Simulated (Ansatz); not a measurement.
`[SiH3][O][Cd][Cl]` + HBr → `[Cl][Cd][Br]` + `O[SiH3]` at 500 K and 1 bar (ligand exchange at a Cd–O bond).

Isolated molecules relaxed with PBE0-D4/def2-TZVP in Ansatz; ΔE leaves out vibrations. CBS: MP2 limit from def2 TZ/QZ plus the TZ coupled-cluster correction, frozen cores. def2 core potentials past Kr. For Br, Cd outer-core shells are correlated without core-valence functions, which leaves a few kJ/mol of doubt a bond. Scalar relativity is left out up to krypton. Each species was taken in one conformer, which may not be the lowest.

```tsv
species	CCSD(T)/CBS energy (Eh)	H − E (kJ/mol)	S (J/(mol·K))
`[SiH3][O][Cd][Cl]`	-993.63708	119.7	419.4
HBr	-2573.91920	30.5	213.7
`[Cl][Cd][Br]`	-3200.91128	31.8	334.9
`O[SiH3]`	-366.69042	127.5	292.9
```

H − E and S are ideal-gas, rigid-rotor, harmonic terms from PBE0-D4/def2-TZVP, for one conformer and one mirror image of each species. 1 Eh = 2625.50 kJ/mol, R = 8.31446 J/(mol·K).

Q: By hand: ΔE, ΔH, ΔS and ΔG.

A: ΔE = (-3200.91128) + (-366.69042) − (-993.63708) − (-2573.91920) = -0.04542 Eh = -119.3 kJ/mol. Δ(H − E) = 31.8 + 127.5 − 119.7 − 30.5 = 9.1, so ΔH = -110.2 kJ/mol. ΔS = 334.9 + 292.9 − 419.4 − 213.7 = -5.3 J/(mol·K). ΔG = -110.2 − 500 × (-5.3)/1000 = -107.5 kJ/mol.

Q: By hand: the equilibrium constant, and the temperature at which ΔG would vanish if ΔH and ΔS stayed fixed.

A: log₁₀ K = −ΔG/(RT ln 10) = 11.2. ΔG = 0 at ΔH/ΔS = 20792 K, far beyond where these terms or the molecules hold.

The number of gas molecules stays the same, so ΔS is small and ΔH decides. A doubt of 5 kJ/mol in ΔE shifts log₁₀ K by 0.5 here. Other conformers and mirror images would add mixing entropy, several J/(mol·K) or more a flexible species. Modes under 60 cm⁻¹, often nearly free rotors, make the harmonic entropy too high. These are equilibria of isolated gas molecules and say nothing of rates. Largest T1 diagnostic: 0.014 (customary marks: 0.02 for closed shells, 0.045 for open ones).
